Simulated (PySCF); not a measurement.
SeCl2, SMILES Cl[Se]Cl. Geometry: PBE0-D3(BJ)/def2-TZVP. The isomer is the one that the SMILES or the coordinates give; other isomers of the formula were not compared.

Level of theory: PySCF with PBE0-D3(BJ)/def2-TZVP.

Harmonic wavenumbers (cm⁻¹): 162, 415, 437. Rotational constants (GHz): 7.327, 2.580, 1.908; symmetry number 2.

**Question.** Work out the zero-point energy and the ideal-gas rigid-rotor harmonic-oscillator thermochemistry at 298.15 K and 1 atm.

**Answer.** ZPE = ½ Σ hcν = ½ × 1014 cm⁻¹ = 6.06 kJ/mol. H − E(el) = 19.11 kJ/mol. Entropy in J/(mol K): translation 171.23, rotation 105.49, vibration 17.87, total 294.59. G − E(el) = -68.72 kJ/mol. Cp = 52.99 J/(mol K).
